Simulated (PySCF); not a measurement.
C3H14Si3, SMILES [SiH3][SiH2]CC[SiH2]C.

Geometry optimised at B3LYP-D3(BJ)/def2-SVP. This is a generated structure with no PubChem entry under its InChIKey; it may be hypothetical. One conformer was computed; it need not be the lowest.

Two levels are set side by side: PBE/def2-TZVP (PySCF) and CAM-B3LYP/def2-TZVP (PySCF). Same geometry, gas phase. Differences are taken from unrounded values.

| quantity | CAM-B3LYP | PBE | PBE minus CAM-B3LYP |
|---|---|---|---|
| orbital gap (eV) | 10.08 | 5.80 | -4.28 |
| highest occupied level (eV) | -9.03 | -6.57 | 2.46 |
| lowest empty level (eV) | 1.05 | -0.78 | -1.83 |
| dipole moment (D) | 0.79 | 0.88 | 0.10 |

PBE's occupied levels lie high since its potential decays too fast outside the molecule; exact exchange lowers them and widens the gap. Differences between two approximate levels are no errors against the true value.

Rough cost on one machine, each run with all the roots and properties that it gave: CAM-B3LYP against PBE within a factor of 2.
